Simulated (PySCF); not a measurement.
Ti(F)3(Me) (CH₃F₃Ti), SMILES [CH3][Ti]([F])([F])[F], multiplicity 1. Atoms are numbered in the order given.

```xyz
8

Ti     0.0000     0.0000    -0.1085
F      1.4419     0.8325    -0.5921
F     -1.4419     0.8325    -0.5921
F      0.0000    -1.6649    -0.5921
C      0.0000     0.0000     1.9219
H      0.9027    -0.5212     2.2804
H     -0.9027    -0.5212     2.2804
H      0.0000     1.0424     2.2804
```

Coordinates come from a PBE0-D3(BJ)/def2-SVP optimisation. The multiplicity is an assumed one; no other spin state was optimised. The structure was generated by enumeration; whether it is a known compound was not checked.

Calculation: PBE/def2-TZVP (PySCF).

Gas-phase values at a fixed geometry.

| Quantity | Value |
|---|---|
| total energy | -1188.74204 hartree |
| point group | C3v |
| highest occupied level | -7.32 eV |
| lowest empty level | -3.46 eV |
| orbital gap | 3.86 eV |
| dipole moment | 1.29 D |
| quadrupole, principal values (traceless, Buckingham form, about the centre of nuclear charge) | -1.88, -1.88, 3.77 D·Å |
| mean static polarisability | 47.0 bohr³ (6.97 Å³) |
| polarisability, principal values | 42.4, 42.4, 56.2 bohr³ |
